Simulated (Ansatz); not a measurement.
A nudged elastic band was laid between two geometries of CH$_{3}$BClO (7 atoms, charge -1, multiplicity 1).

Method: RKS B3LYP-D4/def2-SVP in Ansatz.

- movable images: 7
- climbing image: yes
- spring: 5.0 eV/Å²
- optimiser: quadratic models (default)
- start path: through a guess of the saddle point
- force threshold: 0.05 eV/Å
- iteration limit: 60
- end points: relaxed

Initial state:

```xyz
7
Properties=species:S:1:pos:R:3
C -0.567 1.037 -0.066
B 0.096 -0.243 0.006
O 1.443 -0.545 0.318
Cl -0.861 -1.885 -0.348
H -0.032 1.978 0.134
H -1.626 1.159 -0.319
H 1.547 -1.501 0.275
```

Final state:

```xyz
7
Properties=species:S:1:pos:R:3
C -0.475 0.875 -0.055
B -0.049 -0.513 -0.049
O 1.235 -1.047 0.231
Cl -1.230 -1.932 -0.443
H 0.216 1.705 0.175
H -1.497 1.200 -0.284
H 1.799 -0.288 0.424
```

(1) What changes between the two ends?

(2) What energy profile does the band end with?

(3) What is the geometry of the highest image?

(4) What are the harmonic wavenumbers there?

Answers

(1) No bond is made or broken. The dihedral Cl4–B2–O3–H7 goes from 0 to -180°.

(2) The run converged. The highest image is number 5 of 0 to 8, 0.147 eV above the first end and 0.140 eV above the last; the last end lies 0.007 eV above the first. A vibrational analysis at the climbing image gives one clearly imaginary mode, 339i cm⁻¹: a first-order saddle point. Limits of this set-up: an anion without diffuse functions, the dipole of an ion depends on the origin.

| image | path coordinate (Å) | energy (eV) | dihedral Cl4–B2–O3–H7 (°) |
| --- | --- | --- | --- |
| 0 | 0.00 | 0.000 | 0 |
| 1 | 0.25 | 0.008 | 21 |
| 2 | 0.49 | 0.038 | 41 |
| 3 | 0.74 | 0.084 | 60 |
| 4 | 0.98 | 0.129 | 80 |
| 5 | 1.23 | 0.147 | 101 |
| 6 | 1.54 | 0.110 | 129 |
| 7 | 1.86 | 0.037 | 156 |
| 8 | 2.18 | 0.007 | -180 |

(3) 
```xyz
7
Properties=species:S:1:pos:R:3:forces:R:3
C -0.510 0.938 -0.071 0.00 0.00 0.00
B -0.033 -0.410 0.127 -0.01 0.00 -0.01
O 1.226 -0.847 0.631 0.02 -0.01 0.00
Cl -1.152 -1.907 -0.327 0.00 0.01 0.00
H 0.101 1.814 0.201 0.00 0.00 0.00
H -1.499 1.185 -0.477 0.00 0.00 0.00
H 1.868 -0.773 -0.083 -0.01 0.00 0.01
```

(4) 339i, 299, 348, 475, 511, 611, 627, 818, 974, 1048, 1311, 1510, 3062, 3141, 3853 cm⁻¹.

The run took 2.6 min on 1 thread of AMD EPYC 7R13 Processor (Zen 3) (shared host), peak memory 0.25 GiB.
